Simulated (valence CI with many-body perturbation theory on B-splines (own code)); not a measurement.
## Ho18+: electric-dipole lines

Calculated by valence CI with perturbative core correlation (CI+MBPT): three valence electrons over a frozen Dirac-Fock core [Kr] 4d10, radial functions for each j: 7 s, 7 p, 7 d, 7 f, 4 g, 2 h, with the one-electron correlation potential Σ1, the two-electron term Σ2, the three-electron term Σ3, Breit, model QED; selected CI, second order for the rest, scaled by the run's own slope (own B-spline code, finite nucleus).

No measured spectrum was set against this ion. As an estimate, terms of the open shell hold to a few per cent of their energy, and close levels can change places. Excitations out of the core, of the other parity, are not computed and may begin above about 129 eV (a cautious bound); beyond it only levels of the ground parity were kept, without lifetimes.

Lines 101 to 150 of 581 in falling wavelength, among levels below 128.80 eV, chosen from the strongest by gf and those to the six lowest levels. Wavelengths and rates use the calculated energies, so an error of 2000 cm⁻¹ moves a line at 386.6 Å by 0.77 % and its rate by three times that or more. Electric multipoles are in the length gauge, E1 and E2 with the static RPA response of the core. Weak lines are less certain than strong ones. Lines between different terms over intervals too small for the method are left out, as are lines whose strength nearly cancels. Where a level lies close to another of its J and parity, the split of strength between their lines is uncertain. The highest levels of a list are the least certain. Branching is blank where the lifetime is uncertain.

Levels are named by their leading jj configuration (3d3/2^4 stands for four electrons in 3d with j = 3/2), which in mixed levels can hold well under half, so a name can repeat and another be missing. Letters in brackets count levels of one name in rising energy.

```csv
λ vac (Å),Upper,Lower,A (s⁻¹),log gf,Branch %
386.6,(4f5/2 4f7/2 5p1/2) J=9/2 [b],(4f5/2 4f7/2 5s) J=7/2 [a],1.40e+09,-0.50,16.3
386.5,(4f5/2^2 5p1/2) J=3/2,(4f5/2^2 5s) J=3/2,1.52e+09,-0.87,18.2
385.7,(4f7/2^2 5p1/2) J=9/2,(4f7/2^2 5s) J=9/2,3.45e+09,-0.11,39.6
384.8,(4f5/2 4f7/2 5p1/2) J=7/2 [b],(4f5/2 4f7/2 5s) J=9/2 [b],3.47e+09,-0.21,39.3
384.8,(4f5/2 4f7/2 5s) J=7/2 [a],(4f5/2^2 4f7/2) J=9/2,5.44e+03,-6.01,3.1
384.2,(4f5/2 4f7/2 5p1/2) J=7/2 [a],(4f5/2^2 5s) J=5/2,9.54e+08,-0.77,11.4
384.1,(4f5/2 5p1/2^2) J=5/2,(4f7/2 5s 5p1/2) J=5/2,1.21e+09,-0.80,
383.9,(4f7/2^2 5p1/2) J=13/2,(4f7/2^2 5s) J=13/2,4.46e+09,0.14,51.6
383.8,(4f7/2 5s 5p1/2) J=7/2 [b],(4f5/2 5s^2) J=5/2,6.98e+07,-1.91,2.6
383.3,(4f5/2^2 5p1/2) J=7/2,(4f5/2^2 5s) J=7/2,3.21e+09,-0.25,36.9
383.0,(4f5/2 4f7/2 5p1/2) J=3/2 [b],(4f5/2^2 5s) J=1/2,7.96e+08,-1.15,9.0
382.2,(4f7/2^2 5p1/2) J=11/2,(4f5/2 4f7/2 5s) J=9/2 [a],8.11e+07,-1.67,0.9
382.0,(4f5/2 4f7/2 5p1/2) J=9/2 [b],(4f5/2 4f7/2 5s) J=9/2 [a],4.11e+07,-2.05,0.5
381.7,(4f5/2 4f7/2 5p1/2) J=7/2 [b],(4f5/2 4f7/2 5s) J=7/2 [a],3.61e+08,-1.20,4.1
381.6,(4f5/2 4f7/2 5s) J=9/2 [b],(4f5/2^2 4f7/2) J=9/2,5.30e+04,-4.94,32.6
380.9,(4f5/2 4f7/2 5p1/2) J=5/2 [a],(4f5/2^2 5s) J=5/2,2.30e+08,-1.52,2.7
379.7,(4f5/2^2 5s) J=9/2,(4f5/2^2 4f7/2) J=11/2 [a],1.45e+04,-5.50,28.6
379.5,(4f7/2^2 5p1/2) J=3/2,(4f5/2 4f7/2 5s) J=3/2 [b],9.83e+07,-2.07,1.1
379.1,(4f7/2^2 5p1/2) J=5/2,(4f5/2 4f7/2 5s) J=3/2 [b],6.79e+08,-1.06,7.8
378.9,(4f5/2 4f7/2 5s) J=11/2 [a],(4f5/2 4f7/2^2) J=13/2 [a],1.81e+04,-5.33,32.6
378.1,(4f7/2^2 5p1/2) J=7/2,(4f5/2 4f7/2 5s) J=7/2 [b],3.45e+08,-1.23,4.0
377.9,(4f5/2 4f7/2 5p1/2) J=11/2 [a],(4f5/2^2 5s) J=9/2,1.24e+09,-0.50,14.7
377.9,(4f5/2 4f7/2 5p1/2) J=3/2 [b],(4f5/2 4f7/2 5s) J=3/2 [a],1.39e+08,-1.92,1.6
377.9,(4f7/2^2 5p1/2) J=9/2,(4f7/2^2 5s) J=11/2,5.70e+07,-1.91,0.7
377.3,(4f7/2^2 5s) J=13/2,(4f5/2 4f7/2^2) J=15/2 [a],1.87e+04,-5.25,31.6
377.2,(4f5/2 4f7/2 5p1/2) J=7/2 [b],(4f5/2 4f7/2 5s) J=9/2 [a],6.94e+08,-0.93,7.9
377.2,(4f5/2 4f7/2 5p1/2) J=9/2 [a],(4f5/2^2 5s) J=9/2,6.96e+08,-0.83,8.2
376.3,(4f5/2 4f7/2 5p1/2) J=3/2 [b],(4f5/2 4f7/2 5s) J=5/2 [b],5.32e+08,-1.35,6.0
374.8,(4f5/2 4f7/2 5s) J=7/2 [b],(4f5/2^2 4f7/2) J=9/2,9.26e+04,-4.81,50.5
374.5,(4f7/2^2 5p1/2) J=11/2,(4f5/2 4f7/2 5s) J=11/2 [a],1.95e+08,-1.31,2.3
374.3,(4f5/2 4f7/2 5p1/2) J=9/2 [b],(4f5/2 4f7/2 5s) J=11/2 [a],6.07e+08,-0.89,7.1
374.2,(4f5/2 4f7/2 5p1/2) J=7/2 [b],(4f5/2^2 5s) J=5/2,7.76e+08,-0.88,8.8
373.8,(4f5/2^2 5s) J=7/2,(4f5/2^3) J=9/2,2.46e+04,-5.39,60.1
373.2,(4f7/2^2 5p1/2) J=9/2,(4f5/2 4f7/2 5s) J=7/2 [b],7.52e+08,-0.80,8.6
372.9,(4f5/2^2 5p1/2) J=5/2,(4f5/2^2 5s) J=7/2,1.17e+08,-1.84,1.4
371.7,(4f7/2^2 5p1/2) J=13/2,(4f5/2 4f7/2 5s) J=11/2 [a],6.29e+08,-0.74,7.3
371.3,(4f7/2^2 5p1/2) J=7/2,(4f5/2 4f7/2 5s) J=9/2 [b],2.56e+08,-1.37,3.0
370.2,(4f7/2^2 5s) J=11/2,(4f5/2^2 4f7/2) J=9/2,1.04e+03,-6.59,0.4
370.0,(4f5/2 4f7/2 5s) J=5/2 [a],(4f5/2^3) J=3/2,9.08e+03,-5.95,3.3
368.4,(4f5/2^2 5s) J=9/2,(4f5/2^3) J=9/2,7.43e+03,-5.82,14.7
368.3,(4f7/2^2 5p1/2) J=5/2,(4f5/2 4f7/2 5s) J=3/2 [a],1.64e+08,-1.70,1.9
368.0,(4f5/2 4f7/2 5s) J=11/2 [a],(4f5/2^2 4f7/2) J=11/2 [a],5.25e+03,-5.89,9.5
367.7,(4f5/2 4f7/2 5p1/2) J=7/2 [a],(4f5/2^2 5s) J=9/2,8.85e+07,-1.84,1.1
367.0,(4f7/2^2 5s) J=13/2,(4f5/2 4f7/2^2) J=13/2 [a],2.56e+03,-6.14,4.3
366.6,(4f7/2^2 5p1/2) J=9/2,(4f5/2 4f7/2 5s) J=9/2 [b],1.16e+08,-1.63,1.3
366.4,(4f5/2 5p1/2^2) J=5/2,(4f5/2 5s 5p1/2) J=5/2 [b],6.45e+09,-0.11,
364.2,(4f5/2 5p1/2^2) J=5/2,(4f7/2 5s 5p1/2) J=7/2 [a],3.35e+09,-0.40,
364.1,(4f5/2 4f7/2 5p1/2) J=5/2 [b],(4f5/2 4f7/2 5s) J=7/2 [b],9.69e+07,-1.94,1.1
363.8,(4f7/2^2 5p1/2) J=9/2,(4f5/2 4f7/2 5s) J=7/2 [a],1.00e+08,-1.70,1.1
362.9,(4f7/2^2 5s) J=9/2,(4f5/2^2 4f7/2) J=9/2,1.42e+03,-6.55,0.9
```
